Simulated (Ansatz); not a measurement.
A run for Ansatz (a first-principles code): R-CCSD(T)/aug-cc-pV(D+d)Z on CH6OS (a complex), monomers drawn apart or pushed together. Files ending in .json are basis or fitting sets from the Basis Set Exchange.

Ansatz 0.2 input:
```yaml
crystal:
  periodic: [false, false, false]
  atoms:
    - {symbol: S, position_ang: [0.08035804, 1.49548586, -0.19620550]}
    - {symbol: H, position_ang: [1.29801576, 0.93039521, -0.21268552]}
    - {symbol: H, position_ang: [-0.53190062, 0.32486186, -0.43573455]}
    - {symbol: C, position_ang: [0.17121726, -0.10310493, 3.77624903]}
    - {symbol: O, position_ang: [0.25865235, -0.76407888, 5.03206103]}
    - {symbol: H, position_ang: [-0.84524703, 0.23748025, 3.55362397]}
    - {symbol: H, position_ang: [0.46122894, -0.82758795, 3.01701854]}
    - {symbol: H, position_ang: [0.84893134, 0.75415403, 3.70790121]}
    - {symbol: H, position_ang: [0.00572477, -0.14497216, 5.72368971]}
basis:
  gaussian:
    orbitals: aug-cc-pV_D+d_Z.json
magnetization: {spin_polarized: false}
correlation: {method: ccsd_t, electrons: outside_noble_gas}
scf: {lower_state_search: off}
```

Output:

```
WARN ansatz: RAYON_NUM_THREADS=1 ignored (pool sized by the plan → 1); use --threads N
Functional definition: HF
these checks for a lower state are left out or cut short: stability, starts, cluster_reference, orbital_swaps, neighbouring_geometries, increment
integrals: 0.28 GiB planned
1271 factors; integrals over basis functions are off by at most 1.1e-3 eV
mean field: 0.37 GiB planned
mean field evaluation 1: about -13977.6050 eV, gradient 3.2e1 eV
mean field evaluation 2: about -13977.7285 eV, gradient 3.2e1 eV
mean field evaluation 4: about -13980.1849 eV, gradient 3.4e0 eV
mean field evaluation 8: about -13980.2305 eV, gradient 2.4e-1 eV
mean field -13980.23086603 eV, -513.7640081858 hartree, gradient 4.5e-6 eV, S^2 0.000000; 0 other end points of the search recorded, 0 dependent functions left out
7 core orbitals not correlated
reference -13980.23086603 eV, -513.7640081858 hartree; 11, 11 occupied and 114, 114 virtual orbitals, 1271 factors
second order -14.09291638 eV of doubles, -0.00000000 eV of singles
coupled cluster: 0.91 GiB planned
cycle   1  -14.90485718 eV  change   -8.1e-1 eV  update   8.4e-2
cycle   2  -15.29532153 eV  change   -3.9e-1 eV  update   2.5e-2
cycle   3  -15.37575551 eV  change   -8.0e-2 eV  update   1.1e-2
cycle   4  -15.37332934 eV  change    2.4e-3 eV  update   2.4e-3
cycle   5  -15.37301813 eV  change    3.1e-4 eV  update   7.9e-4
cycle   6  -15.37301119 eV  change    6.9e-6 eV  update   2.6e-4
cycle   7  -15.37288449 eV  change    1.3e-4 eV  update   8.9e-5
cycle   8  -15.37287143 eV  change    1.3e-5 eV  update   3.3e-5
cycle   9  -15.37287885 eV  change   -7.4e-6 eV  update   1.2e-5
perturbative correction -0.42972156 eV, -0.0157919759 hartree
Total energy: -13996.03346644 eV, -514.3447430393 hartree
Checks for a lower state left out: stability, starts, cluster_reference, orbital_swaps, neighbouring_geometries, increment
```

The calculation finished and met its thresholds.

Cost: about 9 core-seconds (a rough figure).
